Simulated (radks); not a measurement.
Results of a calculation; reference values are marked as such.
Coulomb parameter of the 3d shell of neutral cobalt in the model configuration [Ar] 3d5.5 4s2 4p1.5, as a second difference U = [E(n + 0.5) + E(n - 0.5) - 2 E(n)] / (0.5)^2 with all orbitals relaxed. "Bare": the charge of the atom changes with n. "Screened": the 4p shell takes up the change at fixed total charge, which measures U(3d,3d) + U(4p,4p) - 2 U(3d,4p). Code: a radial shooting solver on a logarithmic mesh with Libxc functionals. Model: scalar-relativistic Kohn-Sham, LDA (Slater exchange, Perdew-Wang correlation), spin-unpolarised, spherical densities, point nucleus.

| case | configuration | E - E(n) (eV) |
|---|---|---|
| start | [Ar] 3d5.5 4s2 4p1.5 | 0.000 |
| bare +0.5 | [Ar] 3d6 4s2 4p1.5 | -7.861 |
| bare -0.5 | [Ar] 3d5 4s2 4p1.5 | 11.480 |
| screened +0.5 | [Ar] 3d6 4s2 4p1 | -7.110 |
| screened -0.5 | [Ar] 3d5 4s2 4p2 | 8.728 |

U(bare) = 14.476 eV, U(screened by 4p) = 6.471 eV, against the Slater integral F0(3d,3d) = 26.703 eV with frozen orbitals. The step up makes a negative ion, whose loosely bound charge lowers the bare value.
